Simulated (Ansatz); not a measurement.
Cost and result for the atomization energy of `C[O][GeH2][SH]` (10 atoms, 9 bonds).

| atom | x (Å) | y (Å) | z (Å) |
| --- | --- | --- | --- |
| C1 | 0.682 | 1.547 | -0.165 |
| O2 | 0.440 | 0.254 | -0.666 |
| Ge3 | -0.751 | -0.752 | 0.191 |
| S4 | -0.664 | -2.766 | -0.694 |
| H5 | 1.495 | 1.986 | -0.747 |
| H6 | 0.987 | 1.534 | 0.891 |
| H7 | -0.196 | 2.199 | -0.260 |
| H8 | -0.368 | -0.753 | 1.684 |
| H9 | -2.173 | -0.215 | -0.048 |
| H10 | 0.550 | -3.035 | -0.187 |

The species carries charge 0 and has multiplicity 1. Correlated methods include outer-core shells of Ge, which these sets cover unevenly. Scalar relativity is left out up to krypton. All single points use the PBE0-D4/def2-TZVP geometry. It is one conformer, not always the lowest. Program: Ansatz. Hardware: A = 2 threads of an AMD EPYC 7R13 on a shared host; B = 2 threads of an AMD EPYC 7R13 on a shared host and a share of an NVIDIA H100 80 GB. Times are those of one run each, without the atoms' runs, and a repeat can differ threefold. Electronic energies, without spin–orbit coupling; frozen cores. CCSD(T)/CBS adds CCSD(T) − MP2 in def2-TZVPP to the MP2 limit, and its time is that of the two runs behind it. T1 = 0.011. With those shells the extrapolation isn't a true limit. B3LYP takes the VWN-RPA correlation (the form of Gaussian; ORCA's B3LYP/G).

CCSD(T)/CBS is a level of theory with its own doubt, some kJ/mol a heavy atom from the limit and from the frozen cores, so smaller differences don't rank the functionals.

```csv
level,functions,wall time
PBE-D4/def2-TZVPP (with forces) [A],236,3.3 s
MP2/def2-QZVPP [B],453,3.3 s
CCSD(T)/def2-TZVPP [B],236,3.6 s
PBE0-D4/def2-TZVPP [A],236,4.4 s
r2SCAN-D4/def2-TZVPP (with forces) [A],236,6 s
B3LYP-D4/def2-TZVPP (with forces) [A],236,6.5 s
CCSD(T)/CBS(def2),–,6.9 s
B2PLYP/def2-TZVPP [A],236,7.5 s
ωB97X-V/def2-TZVPP [A],236,9.5 s
ωB97M-V/def2-TZVPP (with forces) [A],236,14 s
```

Problem. What atomization energy does each give, and how far from CCSD(T)/CBS? (An estimate is asked.)

Solution. The calculation gave: 
```csv
level,atomization (kJ/mol),difference from CCSD(T)/CBS,per bond
PBE-D4/def2-TZVPP (with forces) [A],3305.4,21.6,2.4
MP2/def2-QZVPP [B],3278.0,-5.8,-0.6
CCSD(T)/def2-TZVPP [B],3204.8,-79.0,-8.8
PBE0-D4/def2-TZVPP [A],3251.8,-32.0,-3.6
r2SCAN-D4/def2-TZVPP (with forces) [A],3280.1,-3.7,-0.4
B3LYP-D4/def2-TZVPP (with forces) [A],3255.2,-28.6,-3.2
CCSD(T)/CBS(def2),3283.8,0.0,0.0
B2PLYP/def2-TZVPP [A],3226.3,-57.5,-6.4
ωB97X-V/def2-TZVPP [A],3291.0,7.2,0.8
ωB97M-V/def2-TZVPP (with forces) [A],3272.8,-11.0,-1.2
```

The D4 term adds +31.1 kJ/mol with B3LYP and +16.3 kJ/mol with PBE0; it sums over pairs of atoms, weighted by their polarisabilities, and B3LYP, whose exchange is more repulsive, gets the larger term. From PBE to PBE0 (25 % exact exchange), in def2-TZVPP and without D4, the atomization energy moves by −50.7 kJ/mol: exact exchange takes away binding that semilocal exchange gives to molecules. In def2-TZVPP, CCSD(T) changes the Hartree–Fock value by +876.2 kJ/mol (the triples alone add +48.9 kJ/mol) and MP2 by +903.1 kJ/mol; breaking electron pairs costs correlation energy, which Hartree–Fock lacks.
